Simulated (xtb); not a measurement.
C$_{5}$H$_{13}$AlO, triplet, from a rough starting geometry (GFN-xTB shapes and energies of metal compounds can be far from the true ones) (a higher spin typed on purpose: for a closed-shell molecule this is an excited state); GFN2-xTB (xtb).

Input for xtb:
```
$ xtb mol.xyz --gfn 2 --uhf 2 --opt vtight --json

# file mol.xyz
20

Al     0.00315974     0.50895736     1.33483713
C     -0.80470784    -0.60633278     2.84384974
H     -1.00790231    -1.59706450     2.49180763
H     -1.74060713    -0.17823169     3.20564913
H     -0.13003331    -0.68371244     3.68211593
C      0.26275344     2.45005305     1.54014650
H      1.21326014     2.78391958     0.98526919
H      0.37895175     2.78601571     2.60842944
H     -0.58416444     3.00014845     1.18832732
O      0.34936779    -0.22654410    -0.08577020
C      0.61507974    -0.76128541    -1.29142920
C      0.59754766     0.29410808    -2.49380710
C     -0.42545450    -1.87116015    -1.66653029
H      1.55178821    -1.21985129    -1.24305177
H     -0.44248989     0.77843903    -2.45841850
H      0.82372444    -0.09546562    -3.36515961
H      1.25998476     1.11338678    -2.18909554
H     -0.35390283    -2.58348286    -0.80078910
H     -1.40785777    -1.46868261    -1.65197581
H     -0.16186702    -2.41416588    -2.59369391
```

### Question
Predict the main parts of the log of this xtb run.

### Answer

```
   ID    Z sym.   atoms
    1   13 Al     1
    2    6 C      2, 6, 11-13
    3    1 H      3-5, 7-9, 14-20
    4    8 O      10

           -------------------------------------------------
          |                Calculation Setup                |
           -------------------------------------------------

           -------------------------------------------------
          |                 G F N 2 - x T B                 |
           -------------------------------------------------

          ...................................................
          :                      SETUP                      :
          :.................................................:
          :  # basis functions                  47          :
          :  # atomic orbitals                  46          :
          :  # shells                           28          :
          :  # electrons                        42          :
          :  max. iterations                   250          :
          :  Hamiltonian                  GFN2-xTB          :
          :  restarted?                      false          :
          :  GBSA solvation                  false          :
          :  PC potential                    false          :
          :  electronic temp.          300.0000000     K    :
          :  accuracy                    1.0000000          :
          :  -> integral cutoff          0.2500000E+02      :
          :  -> integral neglect         0.1000000E-07      :
          :  -> SCF convergence          0.1000000E-05 Eh   :
          :  -> wf. convergence          0.1000000E-03 e    :
          :  Broyden damping             0.4000000          :
          :  net charge                          0          :
          :  unpaired electrons                  2          :
          ...................................................

 iter      E             dE          RMSdq      gap      omega  full diag
   1    -22.5556432 -0.225556E+02  0.632E+00    0.92       0.0  T
   2    -22.5956822 -0.400390E-01  0.631E+00    1.54       1.0  T
   3    -22.6229692 -0.272870E-01  0.418E+00    1.65       1.0  T
   4    -22.6078743  0.150949E-01  0.245E+00    2.16       1.0  T
   5    -22.6326060 -0.247317E-01  0.544E-01    2.25       1.0  T
   6    -22.6322059  0.400133E-03  0.332E-01    2.23       1.0  T
   7    -22.6336229 -0.141701E-02  0.185E-01    2.20       1.0  T
   8    -22.6339183 -0.295353E-03  0.399E-02    2.17       1.0  T
   9    -22.6339180  0.224625E-06  0.179E-02    2.16       1.2  T
  10    -22.6339170  0.103627E-05  0.159E-02    2.16       1.4  T
  11    -22.6339203 -0.327908E-05  0.653E-03    2.16       3.4  T
  12    -22.6339205 -0.203463E-06  0.171E-03    2.16      13.0  T
  13    -22.6339205 -0.170129E-07  0.882E-04    2.16      25.4  T
  14    -22.6339205 -0.303650E-08  0.263E-04    2.16      84.9  T

   *** convergence criteria satisfied after 14 iterations ***

 transition dipole moment (au) for excitation:          21          22
     X       Y       Z
   0.3178   0.9339  -0.4368  total (au/Debye):    1.079   2.742
 dE (eV)             :    4.577
 oscillator strength :  0.18458E+00

         :::::::::::::::::::::::::::::::::::::::::::::::::::::
         ::                     SUMMARY                     ::
         :::::::::::::::::::::::::::::::::::::::::::::::::::::
         :: total energy             -22.329879707226 Eh    ::
         :: gradient norm              0.205313009762 Eh/a0 ::
         :: HOMO-LUMO gap              2.163286084640 eV    ::
         ::.................................................::
         :: SCC energy               -22.633858921613 Eh    ::
         :: -> isotropic ES            0.035358243980 Eh    ::
         :: -> anisotropic ES          0.006869769195 Eh    ::
         :: -> anisotropic XC          0.007617480709 Eh    ::
         :: -> dispersion             -0.010564729705 Eh    ::
         :: repulsion energy           0.303979214387 Eh    ::
         :: add. restraining           0.000000000000 Eh    ::
         :: total charge               0.000000000021 e     ::
         :::::::::::::::::::::::::::::::::::::::::::::::::::::

      -----------------------------------------------------------
     |                   =====================                   |
     |                        A N C O P T                        |
     |                   =====================                   |
     |               Approximate Normal Coordinate               |
     |                Rational Function Optimizer                |
      -----------------------------------------------------------
      -----------------------------------------------------------
     |                   =====================                   |
     |                        A N C O P T                        |
     |                   =====================                   |
     |               Approximate Normal Coordinate               |
     |                Rational Function Optimizer                |
      -----------------------------------------------------------

          ...................................................
          :                      SETUP                      :
          :.................................................:
          :   optimization level         verytight          :
          :   max. optcycles                   400          :
          :   ANC micro-cycles                  20          :
          :   degrees of freedom                54          :
          :.................................................:
          :   RF solver                   davidson          :
          :   write xtbopt.log                true          :
          :   linear?                        false          :
          :   energy convergence         0.1000000E-06 Eh   :
          :   grad. convergence          0.2000000E-03 Eh/α :
          :   maxmium RF displ.          1.0000000          :
[...]
 * total energy  :   -22.3835935 Eh     change       -0.2434836E-05 Eh
 * total energy  :   -22.3835947 Eh     change       -0.1244626E-05 Eh
 * total energy  :   -22.3835959 Eh     change       -0.1190344E-05 Eh
 * total energy  :   -22.3835975 Eh     change       -0.1577755E-05 Eh
 * total energy  :   -22.3835986 Eh     change       -0.1100544E-05 Eh
 * total energy  :   -22.3835990 Eh     change       -0.4092198E-06 Eh
 * total energy  :   -22.3835992 Eh     change       -0.2127329E-06 Eh
 * total energy  :   -22.3835994 Eh     change       -0.1976808E-06 Eh
 * total energy  :   -22.3835996 Eh     change       -0.2054615E-06 Eh
 * total energy  :   -22.3835998 Eh     change       -0.1684460E-06 Eh
 * total energy  :   -22.3835999 Eh     change       -0.1278611E-06 Eh
 * total energy  :   -22.3836000 Eh     change       -0.8636125E-07 Eh
   *** GEOMETRY OPTIMIZATION CONVERGED AFTER 54 ITERATIONS ***
         :: total energy             -22.383599986768 Eh    ::
[...]
        10        2.0000           -0.4752761             -12.9329
        11        2.0000           -0.4731678             -12.8756
        12        2.0000           -0.4632216             -12.6049
        13        2.0000           -0.4615972             -12.5607
        14        2.0000           -0.4591736             -12.4947
        15        2.0000           -0.4585136             -12.4768
        16        2.0000           -0.4494428             -12.2300
        17        2.0000           -0.4444472             -12.0940
        18        2.0000           -0.4132135             -11.2441
        19        2.0000           -0.4018499             -10.9349
        20        2.0000           -0.3962777             -10.7833
        21        1.0000           -0.3508499              -9.5471
        22        1.0000           -0.2500324              -6.8037 (HOMO)
        23                         -0.1172368              -3.1902 (LUMO)
        24                         -0.0963462              -2.6217
        25                         -0.0186760              -0.5082
        26                          0.0074293               0.2022
        27                          0.0449212               1.2224
        28                          0.0976872               2.6582
        29                          0.1189747               3.2375
        30                          0.1550326               4.2187
        31                          0.1571476               4.2762
        32                          0.1664943               4.5305
        33                          0.1795325               4.8853
       ...                                ...                  ...
        46                          0.8925990              24.2889
      -------------------------------------------------------------
                  HL-Gap            0.1327956 Eh            3.6136 eV
             Fermi-level           -0.2785985 Eh           -7.5811 eV

     #   Z          covCN         q      C6AA      α(0)
     1  13 Al       2.293     0.210   115.062    23.147
     2   6 C        3.551    -0.151    24.554     7.243
     3   1 H        0.925     0.048     2.339     2.392
     4   1 H        0.925     0.059     2.208     2.324
     5   1 H        0.925     0.047     2.358     2.401
     6   6 C        3.550    -0.151    24.552     7.243
     7   1 H        0.925     0.048     2.339     2.392
     8   1 H        0.925     0.047     2.357     2.401
     9   1 H        0.925     0.059     2.208     2.324
    10   8 O        1.587    -0.374    20.390     6.094
    11   6 C        3.732     0.130    18.549     6.147
    12   6 C        3.753    -0.113    22.727     6.798
    13   6 C        3.753    -0.113    22.728     6.798
    14   1 H        0.923     0.015     2.818     2.625
    15   1 H        0.925     0.045     2.385     2.415
    16   1 H        0.925     0.034     2.534     2.489
    17   1 H        0.925     0.041     2.439     2.442
    18   1 H        0.925     0.041     2.439     2.442
    19   1 H        0.925     0.045     2.383     2.414
    20   1 H        0.925     0.034     2.535     2.490

 Mol. C6AA /au·bohr⁶  :       3418.425116
 Mol. C8AA /au·bohr⁸  :     100909.238117
 Mol. α(0) /au        :         95.021944

Wiberg/Mayer (AO) data.
largest (>0.10) Wiberg bond orders for each atom

 ---------------------------------------------------------------------------
     #   Z sym  total        # sym  WBO       # sym  WBO       # sym  WBO
 ---------------------------------------------------------------------------
     1  13 Al   2.868 --    10 O    1.295     2 C    0.650     6 C    0.650
     2   6 C    3.729 --     5 H    0.967     4 H    0.957     3 H    0.955
                             1 Al   0.650     6 C    0.175
     3   1 H    0.997 --     2 C    0.955
     4   1 H    0.996 --     2 C    0.957
     5   1 H    0.998 --     2 C    0.967
     6   6 C    3.728 --     8 H    0.967     9 H    0.957     7 H    0.955
                             1 Al   0.650     2 C    0.175
     7   1 H    0.998 --     6 C    0.955
     8   1 H    0.998 --     6 C    0.967
     9   1 H    0.996 --     6 C    0.957
    10   8 O    2.346 --     1 Al   1.295    11 C    0.968
    11   6 C    3.962 --    13 C    0.998    12 C    0.998    10 O    0.968
                            14 H    0.962
    12   6 C    3.996 --    11 C    0.998    16 H    0.986    17 H    0.986
                            15 H    0.985
    13   6 C    3.996 --    11 C    0.998    20 H    0.986    18 H    0.986
                            19 H    0.985
    14   1 H    1.000 --    11 C    0.962
    15   1 H    0.998 --    12 C    0.985
    16   1 H    0.998 --    12 C    0.986
    17   1 H    0.998 --    12 C    0.986
    18   1 H    0.998 --    13 C    0.986
    19   1 H    0.998 --    13 C    0.985
    20   1 H    0.998 --    13 C    0.986
 ---------------------------------------------------------------------------

Topologies differ in total number of bonds
Writing topology from bond orders to xtbtopo.mol

molecular dipole:
                 x           y           z       tot (Debye)
 q only:       -0.241       0.196       0.253
   full:       -0.491       0.275       0.213       1.531
molecular quadrupole (traceless):
                xx          xy          yy          xz          yz          zz
 q only:       -1.969       0.708      -0.662       0.570       1.078       2.632
  q+dip:       -2.664       0.174       0.046      -1.576       1.833       2.618
   full:       -3.946       1.155       1.075      -1.891       1.436       2.871

optimized geometry written to: xtbopt.xyz

           -------------------------------------------------
          | TOTAL ENERGY              -22.383599986768 Eh   |
          | GRADIENT NORM               0.000023982162 Eh/α |
          | HOMO-LUMO GAP               3.613551356270 eV   |
           -------------------------------------------------

normal termination of xtb
```
